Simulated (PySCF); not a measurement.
**Static response to an electric field**

C4H4N2O2S.
Atom-mapped SMILES: `[CH2:1]=[N:2][c:3]1[n:4][o:5][c:6]([SH:7])[c:8]1[OH:9]` (hydrogens: H10, H11 on C1; H12 on S7; H13 on O9)

Structure used (GFN2-xTB), in Å, numbered top down from 1:
```xyz
13
C4H4N2O2S angstrom
C      2.744    0.308    0.158
N      1.653    0.115   -0.447
C      0.457    0.081    0.233
N      0.251    0.236    1.528
O     -1.075    0.124    1.740
C     -1.705   -0.101    0.574
S     -3.434   -0.284    0.556
C     -0.777   -0.140   -0.440
O     -0.990   -0.342   -1.756
H      2.828    0.459    1.232
H      3.646    0.323   -0.436
H     -3.474   -0.468   -0.763
H     -0.128   -0.310   -2.195
```

Level: PBE0/def2-SVPD (PySCF), static field, nuclei fixed, core orbitals frozen in the response. The polarisability tensor in these axes (au):

```
x   145.33   9.23  -1.86
y     9.23  56.28   3.51
z    -1.86   3.51  82.19
```

Give the principal values, the mean and the anisotropy Δα = √{½[(α1 − α2)² + (α2 − α3)² + (α1 − α3)²]}.

Principal values 54.84, 82.65 and 146.31 au; mean 94.60 au = 14.02 Å³ = 15.60 × 10⁻⁴⁰ C²·m²/J; Δα = 81.22 au (86 % of the mean).

What is the dipole moment, and where does it point?

(1.53, -0.11, -1.97) D, 2.50 D in size, pointing from the negative to the positive side. Measured along this direction, the outermost atoms are S7 at the negative end and H11 at the positive end.

Traceless (Buckingham) quadrupole moment about the centre of nuclear charge: eigenvalues?

-7.21, -6.59, 13.80 D·Å. The values depend on the origin, since the dipole doesn't vanish. The electronic extent ⟨r²⟩ about the same centre is 1459 bohr², a root-mean-square distance of 2.35 Å for the 74 electrons.

Rayleigh depolarisation ratio (linearly polarised light, static tensor)?

ρ = 3Δα²/(45ᾱ² + 4Δα²) = 19789.2/(402726 + 26385.6) = 0.0461.

In TDDFT the mean static polarisability is Σ f/ω² over all singlet excitations (ω in hartree). How much of it do the 8 lowest give? Their energies (eV) and oscillator strengths: 3.68, 0.0767; 4.44, 0.0018; 5.12, 0.0023; 5.31, 0.2159; 5.54, 0.0006; 5.56, 0.0088; 5.95, 0.3174; 6.06, 0.0012.

They add up to 16.90 au, 17.9 % of the 94.60 au; the largest single term is 6.64 au, from the state at 5.95 eV. Terms in order: 4.20, 0.07, 0.07, 5.67, 0.01, 0.21, 6.64, 0.02 au. Higher excitations give the rest. The strengths listed sum to 0.625.

In a dilute gas of rigid molecules at 298 K, how does the orientational term μ²/3kT compare with the electronic polarisability?

In Gaussian units μ²/3kT = 50.54 Å³ against 14.02 Å³, a ratio of 3.61; the Debye molar polarisation (4π/3)N_A(α + μ²/3kT) is 162.9 cm³/mol, leaving out the vibrational part.

Isolated species at its GFN2-xTB geometry (one conformer only). GFN2-xTB frequencies show an imaginary mode (26i cm⁻¹), so this geometry is no minimum at that level.

The run behind these numbers computed excited states as well. Time: 85 s of wall time (grids of density and orbitals included); peak memory 0.89 GiB. Hardware: one thread of an Intel Xeon at 2.70 GHz, shared host with 64 logical CPUs at a one-minute load of 48.
